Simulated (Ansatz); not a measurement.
This geometry of C$_{2}$H$_{6}$GeO$_{2}$ (11 atoms, charge 0, multiplicity 1) is a first-order saddle point.

The calculation used RKS PBE/def2-SVP in Ansatz 0.2.0.

```xyz
11
Properties=species:S:1:pos:R:3
C -1.093 0.240 1.354
Ge 0.678 -0.159 0.621
C 0.528 -0.150 -1.367
O 1.261 -0.814 -2.180
O -0.329 0.565 -2.002
H -1.485 1.160 0.879
H -1.790 -0.593 1.140
H -1.039 0.390 2.449
H 1.221 -1.544 1.048
H 1.713 0.944 0.964
H 0.399 -0.095 -2.886
```

(1) Which two structures does it join? (They come from a converged band through this point; their orientation in space is the band's.)

(2) How far does it lie above each of them?

Answers

(1) Bonds broken: O5–H11. Bonds formed: O4–H11.

Initial state:

```xyz
11
Properties=species:S:1:pos:R:3
C -1.082 0.255 1.297
Ge 0.708 -0.188 0.620
C 0.724 -0.305 -1.389
O 1.549 -0.902 -2.050
O -0.300 0.399 -1.944
H -1.443 1.184 0.816
H -1.791 -0.562 1.062
H -1.058 0.401 2.394
H 1.215 -1.556 1.142
H 1.738 0.913 0.993
H -0.194 0.304 -2.921
```

Final state:

```xyz
11
Properties=species:S:1:pos:R:3
C -1.083 0.235 1.426
Ge 0.633 -0.164 0.568
C 0.314 0.036 -1.408
O 1.185 -0.674 -2.168
O -0.558 0.740 -1.880
H -1.512 1.138 0.951
H -1.787 -0.607 1.283
H -0.954 0.416 2.511
H 1.162 -1.585 0.895
H 1.716 0.883 0.949
H 0.948 -0.477 -3.107
```

(2) 113.2 kJ/mol above the first and 115.0 kJ/mol above the second. This is the barrier of this one path; another mechanism may lie lower. The orbitals stay closed-shell, which can raise the energy where a bond breaks towards radicals; this wasn't checked here.

Run time: 2.2 min on 2 threads of Intel(R) Xeon(R) CPU @ 2.60GHz (Ice Lake) (shared host), peak memory 0.18 GiB.
